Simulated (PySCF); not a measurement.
Correlation energy of Cl²⁺ (chlorine, charge +2)

[Ne] 3s2 3p3, high-spin 4S determinant. Calculation: PySCF 2.14, in def2-SVP (4s3p1d, 18 functions); the non-relativistic Hamiltonian (point nucleus). Frozen: [Ne]; 5 electrons correlated.

MP2 pair energies summed by pair of shells (mhartree):

```csv
pair,energy,share (%)
3s-3p,-47.18,65.0
3p-3p,-17.72,24.4
3s-3s,-7.69,10.6
```

Total MP2 correlation energy: -72.58 mhartree.

Same-spin part -19.41 and opposite-spin part -53.18 mhartree; SCS-MP2 scales them by 1/3 and 6/5 to -70.28 mhartree.

```
  level  correlation energy (mhartree)
   CCSD                         -91.68
    (T)                          -0.86
CCSD(T)                         -92.54
```

Diagnostics: T1 = 0.0019, D1 = 0.0051, largest double amplitude 0.059.

Cost of the coupled-cluster step: 0.06 s of wall time on 1 thread of Neoverse-V2 (shared host), for 5 correlated electrons.

Iterations:

```
CC2 = 0
CCSD nocc = (np.int64(4), np.int64(1)), nmo = (13, 13)
frozen orbitals [[0, 1, 2, 3, 4], [0, 1, 2, 3, 4]]
max_cycle = 100
direct = 0
conv_tol = 1e-08
conv_tol_normt = 1e-06
diis_space = 8
diis_start_cycle = 0
Init t2, MP2 energy = -0.072581743827421
Init E_corr(UCCSD) = -0.0725817438277229
cycle = 1  E_corr(UCCSD) = -0.0875082527346408  dE = -0.0149265089  norm(t1,t2) = 0.0360662
cycle = 2  E_corr(UCCSD) = -0.0906243236246775  dE = -0.00311607089  norm(t1,t2) = 0.00957315
cycle = 3  E_corr(UCCSD) = -0.0917007893855689  dE = -0.00107646576  norm(t1,t2) = 0.00308115
cycle = 4  E_corr(UCCSD) = -0.0916813115479696  dE = 1.94778376e-05  norm(t1,t2) = 0.000289998
cycle = 5  E_corr(UCCSD) = -0.0916820840114927  dE = -7.72463523e-07  norm(t1,t2) = 2.85355e-05
cycle = 6  E_corr(UCCSD) = -0.0916817328583714  dE = 3.51153121e-07  norm(t1,t2) = 5.86819e-06
cycle = 7  E_corr(UCCSD) = -0.0916819059246921  dE = -1.73066321e-07  norm(t1,t2) = 4.52005e-07
cycle = 8  E_corr(UCCSD) = -0.0916818847660562  dE = 2.11586359e-08  norm(t1,t2) = 8.57129e-08
cycle = 9  E_corr(UCCSD) = -0.0916818792606104  dE = 5.50544584e-09  norm(t1,t2) = 3.58039e-08
UCCSD converged
E(UCCSD) = -458.1424764363202  E_corr = -0.09168187926061039
UCCSD(T) correction = -0.000855620562920702
```
